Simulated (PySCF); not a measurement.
Vertical excitations of a molecule CH₃F₃OSi from TDA-B3LYP/def2-SVPD (PySCF 2.14.0), as energy in eV (oscillator strength): 7.83 (0.032), 8.36 (0.050), 8.53 (0.025), 8.77 (0.002), 9.07 (0.003), 9.23 (0.012), 9.40 (0.018), 9.57 (0.048), 9.64 (0.041), 9.97 (0.011). Lowest triplet (TDA): 7.25 eV. Geometry: ωB97X-D3(BJ)/def2-SVP. The values are those of a single conformer.

Q: Identify the compound among the candidates.
A. O[Si](F)(F)CF
B. CO[Si](F)(F)F
C. O[SiH2]C(F)(F)F
D. OC[Si](F)(F)F

A: A, O[Si](F)(F)CF
